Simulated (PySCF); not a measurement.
## Cl(2+) (chlorine, charge +2) across methods

[Ne] 3s2 3p3, high-spin 4S determinant. Computed with PySCF 2.14 in aug-cc-pwCVTZ, with the non-relativistic Hamiltonian (point nucleus).

```csv
method,E (hartree),mean ε 3s α (eV),mean ε 3s β (eV),mean ε 3p α (eV),Σ⟨r²⟩ (bohr²),⟨S²⟩
r2SCAN,-458.7736,-47.599,-42.115,-33.767,15.36,3.750
wB97X,-458.8020,-51.922,-46.443,-37.417,15.30,3.751
BP86,-458.8379,-46.228,-42.366,-33.106,15.34,3.750
PBE,-458.6162,-46.223,-42.134,-33.104,15.38,3.750
UHF,-458.22356,-57.514,-46.568,-39.697,15.47,3.751
TPSSh,-458.8204,-47.981,-42.716,-34.072,15.35,3.751
LDA,-457.2997,-46.022,-42.388,-33.039,15.40,3.750
PBE0,-458.6550,-49.266,-43.671,-34.961,15.37,3.750
```

Question: Estimate the same row for revPBE.

Answer: E (hartree) = -458.7266; mean ε 3s α (eV) = -46.252; mean ε 3s β (eV) = -42.041; mean ε 3p α (eV) = -33.107; Σ⟨r²⟩ (bohr²) = 15.38; ⟨S²⟩ = 3.750.
